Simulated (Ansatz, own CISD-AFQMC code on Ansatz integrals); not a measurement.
C2H5B, SMILES `B[C]C` (excited triplet) (charge 0, multiplicity 3). This triplet is an excited state, 0.61 eV above the relaxed singlet at the level frozen-core CCSD(T)/cc-pVTZ // B3LYP-D3(BJ)/def2-TZVP (Ansatz).

Cartesian coordinates (Å):
```xyz
8

B      1.5672     0.0972    -0.2222
C      0.1035     0.3679    -0.3171
C     -1.2182    -0.0277     0.1341
H      2.3642     0.7402    -0.8338
H      1.9533    -0.7909     0.4885
H     -1.1834    -0.8479     0.8652
H     -1.7476     0.8153     0.5949
H     -1.8390    -0.3541    -0.7097
```
Charge 0, spin multiplicity 3.

Frozen-core correlation energies in cc-pVDZ at a geometry from B3LYP-D3(BJ)/def2-TZVP, on an HF energy of -103.24337 Ha (<S^2> = 2.02). Wave-function levels are from Ansatz, the walk from an own CISD-AFQMC code on Ansatz integrals (time step 0.005/Ha, trial state from CCSD amplitudes, largest double 0.02).

| level | correlation energy (mHa) |
|---|---|
| MP2 | -310.9 |
| CCSD | -360.0 |
| CCSD(T) | -369.5 |

What correlation energy does phaseless AFQMC give, and where does it lie among these levels?

-371.3 ± 0.2 mHa (one standard error). AFQMC minus each level: MP2 -60.4 mHa, CCSD -11.3 mHa, CCSD(T) -1.8 mHa.
